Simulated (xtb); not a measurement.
C₄H₁₀O, septet, at the geometry of the source list (a higher spin typed on purpose: for a closed-shell molecule this is an excited state); GFN1-xTB (xtb).

xtb was given this input:
```
$ xtb mol.xyz --gfn 1 --chrg 0 --uhf 6 --json

# file mol.xyz
15

C      2.33990000     0.29140000    -0.07890000
C      0.85370000     0.58230000     0.05270000
O      0.20670000    -0.58960000     0.50070000
C     -1.18120000    -0.45810000     0.70320000
C     -1.99870000    -0.47500000    -0.58790000
H      2.74080000    -0.02680000     0.87880000
H      2.49490000    -0.50500000    -0.80050000
H      2.86400000     1.18340000    -0.41010000
H      0.68380000     1.39660000     0.77700000
H      0.44960000     0.90350000    -0.91850000
H     -1.39240000     0.46320000     1.26820000
H     -1.45480000    -1.31780000     1.32140000
H     -3.05810000    -0.48750000    -0.34760000
H     -1.75520000    -1.36380000    -1.16360000
H     -1.79300000     0.40310000    -1.19500000
```

Output, abridged:

```
   ID    Z sym.   atoms
    1    6 C      1, 2, 4, 5
    2    8 O      3
    3    1 H      6-15

           -------------------------------------------------
          |                Calculation Setup                |
           -------------------------------------------------

           -------------------------------------------------
          |                 G F N 1 - x T B                 |
           -------------------------------------------------

          ...................................................
          :                      SETUP                      :
          :.................................................:
          :  # basis functions                  40          :
          :  # atomic orbitals                  40          :
          :  # shells                           30          :
          :  # electrons                        32          :
          :  # halogen bonds                     0          :
          :  max. iterations                   250          :
          :  Hamiltonian                  GFN1-xTB          :
          :  restarted?                      false          :
          :  GBSA solvation                  false          :
          :  PC potential                    false          :
          :  electronic temp.          300.0000000     K    :
          :  accuracy                    1.0000000          :
          :  -> integral cutoff          0.2500000E+02      :
          :  -> integral neglect         0.1000000E-07      :
          :  -> SCF convergence          0.1000000E-05 Eh   :
          :  -> wf. convergence          0.2000000E-04 e    :
          :  Broyden damping             0.4000000          :
          :  net charge                          0          :
          :  unpaired electrons                  6          :
          ...................................................

 iter      E             dE          RMSdq      gap      omega  full diag
   1    -17.3787693 -0.173788E+02  0.662E+00    0.17       0.0  T
   2    -16.9126308  0.466138E+00  0.560E+00    0.26       1.0  T
   3    -17.1950883 -0.282457E+00  0.421E+00    0.34       1.0  T
   4    -17.1717209  0.233675E-01  0.273E+00    0.11       1.0  T
   5    -16.4654712  0.706250E+00  0.357E+00    0.33       1.0  T
   6    -17.6367857 -0.117131E+01  0.113E+00    0.20       1.0  T
   7    -17.5981199  0.386658E-01  0.127E+00    0.16       1.0  T
   8    -17.6548155 -0.566956E-01  0.753E-01    0.23       1.0  T
[...]
         :: total energy             -17.485531654228 Eh    ::
[...]
    10H    -0.07387 -0.01162   1.074  0.000  0.000
    11H    -0.06305 -0.00102   1.063  0.000  0.000
    12H    -0.03566  0.02838   1.036  0.000  0.000
    13H    -0.07960 -0.02748   1.080  0.000  0.000
    14H    -0.04015  0.01395   1.040  0.000  0.000
    15H    -0.06639 -0.01272   1.066  0.000  0.000

Wiberg/Mayer (AO) data.
largest (>0.10) Wiberg bond orders for each atom

 ---------------------------------------------------------------------------
     #   Z sym  total        # sym  WBO       # sym  WBO       # sym  WBO
 ---------------------------------------------------------------------------
     1   6 C    3.696 --     2 C    0.997     8 H    0.921     6 H    0.837
                             7 H    0.713
     2   6 C    3.655 --     1 C    0.997     3 O    0.992    10 H    0.734
                             9 H    0.712
     3   8 O    2.305 --     4 C    1.037     2 C    0.992
     4   6 C    3.708 --     3 O    1.037     5 C    0.936    12 H    0.763
                            11 H    0.721
     5   6 C    3.708 --     4 C    0.936    13 H    0.932    14 H    0.772
                            15 H    0.734
     6   1 H    1.182 --     1 C    0.837     7 H    0.118
     7   1 H    1.159 --     1 C    0.713     6 H    0.118
     8   1 H    1.207 --     1 C    0.921
     9   1 H    1.169 --     2 C    0.712    10 H    0.168    11 H    0.105
    10   1 H    1.240 --     2 C    0.734     9 H    0.168    15 H    0.126
    11   1 H    1.234 --     4 C    0.721    12 H    0.109     9 H    0.105
    12   1 H    1.179 --     4 C    0.763    11 H    0.109
    13   1 H    1.183 --     5 C    0.932    14 H    0.113    15 H    0.100
    14   1 H    1.236 --     5 C    0.772    15 H    0.155    13 H    0.113
    15   1 H    1.298 --     5 C    0.734    14 H    0.155    10 H    0.126
                            13 H    0.100
 ---------------------------------------------------------------------------

Topologies differ in total number of bonds
Writing topology from bond orders to xtbtopo.mol

 dipole moment from electron density (au)
     X       Y       Z
  -0.0720  -0.0946   0.2721  total (Debye):    0.755

           -------------------------------------------------
          | TOTAL ENERGY              -17.485531654228 Eh   |
          | GRADIENT NORM               0.121769265479 Eh/α |
          | HOMO-LUMO GAP               0.068120840953 eV   |
           -------------------------------------------------

normal termination of xtb
```
